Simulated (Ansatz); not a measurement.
`[CH3][Al]([OH])[SeH]`. Total charge 0; spin multiplicity 1.

```xyz
9

C    -1.6025    0.2311   -0.2574
Al    0.2860   -0.0830    0.0303
O     0.8753   -1.6715    0.0385
Se    1.7260    1.7149    0.3778
H    -2.1181    0.3768    0.6968
H    -1.7765    1.1272   -0.8585
H    -2.0696   -0.6194   -0.7594
H     1.7870   -1.9147    0.1853
H     2.8925    0.8387    0.5467
```

Question: List the harmonic frequencies (cm⁻¹, unscaled) at PBE0-D4/def2-TZVP in Ansatz. (Best estimate.)

Answer: Computed: 5i, 129, 181, 198, 200, 345, 352, 539, 614, 651, 665, 711, 879, 1221, 1441, 1442, 2444, 3046, 3125, 3140, 3970.
